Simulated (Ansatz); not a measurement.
C3H8OSi can be A, `C[SiH2]CC=O`, or B, `C1CO[SiH2]C1`.

Computed with Ansatz on PBE0-D4/def2-TZVP structures; ΔE is electronic, products minus reactants. CCSD(T)/CBS is the MP2 limit (def2-TZVPP, def2-QZVPP) plus CCSD(T) − MP2 in def2-TZVPP, frozen cores. DFT in def2-TZVPP. Each species was taken in one conformer, which may not be the lowest.

Question: Which is lower in electronic energy at CCSD(T)/CBS, and by how much? (Best estimate.)

Answer: Computed: B, by 96.8 kJ/mol.

Question: Give E(B) − E(A) in kJ/mol with ωB97M-V, B2PLYP, BLYP-D4, LDA (SPW92), PBE-D4, PBE0-D4, CCSD(T)/def2-TZVPP. (Estimate.)

Answer: Computed: ωB97M-V -92.4, B2PLYP -85.5, BLYP-D4 -67.7, LDA (SPW92) -113.0, PBE-D4 -80.8, PBE0-D4 -96.0, CCSD(T)/def2-TZVPP -92.2. None reverses the order clearly.

Question: Does the order hold for the free energy at 298.15 K (harmonic terms from PBE0-D4)? (An estimate is asked.)

Answer: The calculation gave: Yes: G(B) − G(A) = -71.5 kJ/mol, for one conformer each. Modes under 60 cm⁻¹, often nearly free rotors, make the harmonic entropy too high.

Largest T1 diagnostic: 0.013.

At CCSD(T), def2-SVP lies +26.2 kJ/mol from the extrapolated value and def2-TZVPP +4.6 kJ/mol. From PBE to PBE0 (25 % exact exchange), in def2-TZVPP and without D4, E(B) − E(A) moves by −15.8 kJ/mol.
